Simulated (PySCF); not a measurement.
CH5ClFNSi, SMILES C[Si@@](N)(F)Cl. The structure is a stationary point at r2SCAN-D4/def2-SVP. The structure was generated by enumeration; whether it is a known compound was not checked. The values are those of a single conformer.

Computed equilibrium geometry at r2SCAN-D4/def2-SVP (PySCF confirms it by a frequency run) as Cartesian coordinates in Å (one conformer of several):
```xyz
10

C      1.7291     0.8618     0.4374
Si     0.1082     0.2504    -0.2045
N     -1.0730     1.4777    -0.2467
F      0.3892    -0.4263    -1.6602
Cl    -0.6578    -1.2824     0.9512
H      1.6335     1.2277     1.4706
H      2.1097     1.6861    -0.1880
H      2.4793     0.0565     0.4198
H     -2.0585     1.2526    -0.3383
H     -0.8619     2.3943    -0.6285
```
Charge 0, spin multiplicity 1.
